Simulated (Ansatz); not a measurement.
Abridged output of a molecular run in Ansatz:

```
Functional definition: HF
1392 factors; integrals over basis functions are off by at most 8.5e-4 eV
mean field evaluation 1: about -7894.3515 eV, gradient 5.1e1 eV
mean field evaluation 2: about -7894.5719 eV, gradient 5.1e1 eV
mean field evaluation 4: about -7899.2918 eV, gradient 3.7e0 eV
mean field evaluation 8: about -7899.3460 eV, gradient 2.5e-1 eV
mean field -7899.34623400 eV, -290.2956197302 hartree, gradient 1.2e-6 eV, S^2 0.000000; 0 other end points of the search recorded, 0 dependent functions left out
5 core orbitals not correlated: weight in the atoms' cores, before any rotation towards them, 1.000 or more for the frozen orbitals, at most 0.000 for the correlated occupied ones
reference -7899.34623400 eV, -290.2956197302 hartree; 15, 15 occupied and 205, 205 virtual orbitals, 1392 factors
second order -26.87469563 eV of doubles, -0.00000000 eV of singles
cycle   1  -26.79769945 eV  change    7.7e-2 eV  update   1.0e-1
cycle   2  -27.35488754 eV  change   -5.6e-1 eV  update   2.7e-2
cycle   3  -27.48049238 eV  change   -1.3e-1 eV  update   1.4e-2
cycle   4  -27.46428049 eV  change    1.6e-2 eV  update   3.1e-3
cycle   5  -27.46383163 eV  change    4.5e-4 eV  update   1.4e-3
cycle   6  -27.46452659 eV  change   -6.9e-4 eV  update   3.9e-4
cycle   7  -27.46423769 eV  change    2.9e-4 eV  update   1.3e-4
cycle   8  -27.46416789 eV  change    7.0e-5 eV  update   3.7e-5
cycle   9  -27.46417438 eV  change   -6.5e-6 eV  update   1.2e-5
perturbative correction -0.99402950 eV, -0.0365299105 hartree
Total energy: -7927.80443788 eV, -291.3414394334 hartree
```

Its atoms:

Cartesian coordinates in Å:
```
O 0.8219 -1.3005 0.6791
C -0.2559 -0.3708 0.7476
B -0.1581 0.5669 -0.5208
O 0.8391 0.3850 -1.4252
O -1.0786 1.5523 -0.6954
H 0.7900 -1.8877 1.4360
H -0.2074 0.2332 1.6641
H -1.2278 -0.8832 0.7595
H 1.3966 -0.3518 -1.1464
H -0.9198 2.0567 -1.4983
```

(1) Which basis set was used?
A. def2-TZVPPD
B. def2-SVPD
C. def2-TZVPP
D. def2-QZVPP

(2) Write the keys of the input that set method, charge and spin (a neutral closed shell needs none for the last two).

Answers

(1) C. It gives 225 functions.

(2) 
```yaml
correlation: {method: ccsd_t}
```
